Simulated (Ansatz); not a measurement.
Reaction (redistribution): `B1[SiH2]S1` + `C[SiH2]N[SiH2]O` → `CB1[SiH2]S1` + `O[SiH2]N[SiH3]`

Isolated molecules relaxed with PBE0-D4/def2-TZVP in Ansatz; ΔE leaves out vibrations. CCSD(T)/CBS adds triple-zeta CCSD(T) − MP2 to the extrapolated MP2 energy (def2 sets, frozen cores). One conformer a species, not always the lowest.

| species | CCSD(T)/CBS(def2) energy (Eh) |
| --- | --- |
| `B1[SiH2]S1` | -713.45359 |
| `C[SiH2]N[SiH2]O` | -751.62138 |
| `CB1[SiH2]S1` | -752.73358 |
| `O[SiH2]N[SiH3]` | -712.34260 |

Q: Work out ΔE.

A: ΔE = (-752.73358) + (-712.34260) − (-713.45359) − (-751.62138) = -0.00121 Eh = -3.2 kJ/mol.

Largest T1 diagnostic among the species: 0.017.
